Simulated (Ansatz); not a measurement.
`N[SiH2]CBS` at its PBE0-D4/def2-TZVP geometry, where that method's forces vanish. Total charge 0; spin multiplicity 1.

```json
{"atom": "N1", "x (Å)": "1.4834", "y (Å)": "0.9717", "z (Å)": "0.3815"}
{"atom": "Si2", "x (Å)": "1.1060", "y (Å)": "-0.4608", "z (Å)": "-0.4918"}
{"atom": "C3", "x (Å)": "-0.7518", "y (Å)": "-0.5175", "z (Å)": "-0.8056"}
{"atom": "B4", "x (Å)": "-1.4866", "y (Å)": "-0.5255", "z (Å)": "0.5498"}
{"atom": "S5", "x (Å)": "-1.9822", "y (Å)": "0.9435", "z (Å)": "1.4402"}
{"atom": "H6", "x (Å)": "1.0652", "y (Å)": "1.1290", "z (Å)": "1.2858"}
{"atom": "H7", "x (Å)": "2.4236", "y (Å)": "1.3321", "z (Å)": "0.3528"}
{"atom": "H8", "x (Å)": "1.4935", "y (Å)": "-1.7395", "z (Å)": "0.1748"}
{"atom": "H9", "x (Å)": "1.8498", "y (Å)": "-0.3793", "z (Å)": "-1.7771"}
{"atom": "H10", "x (Å)": "-0.9743", "y (Å)": "0.3516", "z (Å)": "-1.4313"}
{"atom": "H11", "x (Å)": "-0.9264", "y (Å)": "-1.4373", "z (Å)": "-1.3733"}
{"atom": "H12", "x (Å)": "-1.7091", "y (Å)": "-1.5361", "z (Å)": "1.1502"}
{"atom": "H13", "x (Å)": "-1.5911", "y (Å)": "1.8681", "z (Å)": "0.5439"}
```

(1) For each bond, give half the difference of the two atoms' forces along it (eV/Å; positive pushes the atoms apart) under PBE-D4, r2SCAN-D4, B3LYP-D4, ωB97M-V in def2-TZVPP. (Best estimate.)

Results:

(1) Ansatz gave: 
| bond | length (Å) | PBE-D4 | r2SCAN-D4 | B3LYP-D4 | ωB97M-V |
| --- | --- | --- | --- | --- | --- |
| N1–Si2 | 1.720 | 0.08 | 0.01 | 0.12 | 0.13 |
| N1–H6 | 1.009 | 0.21 | 0.02 | -0.03 | -0.03 |
| N1–H7 | 1.007 | 0.19 | 0.02 | -0.01 | -0.02 |
| Si2–C3 | 1.885 | 0.04 | 0.03 | 0.09 | 0.00 |
| Si2–H8 | 1.493 | 0.01 | -0.03 | -0.11 | -0.13 |
| Si2–H9 | 1.487 | 0.06 | -0.03 | -0.14 | -0.16 |
| C3–B4 | 1.542 | -0.06 | 0.00 | 0.05 | 0.09 |
| C3–H10 | 1.094 | 0.11 | -0.01 | -0.05 | -0.05 |
| C3–H11 | 1.095 | 0.11 | -0.02 | -0.06 | -0.06 |
| B4–S5 | 1.788 | 0.08 | 0.09 | 0.13 | 0.08 |
| B4–H12 | 1.196 | 0.07 | -0.05 | -0.17 | -0.16 |
| S5–H13 | 1.346 | 0.27 | 0.02 | -0.03 | -0.11 |

B3LYP here is the variant with VWN-RPA as its local correlation; programs differ in this.
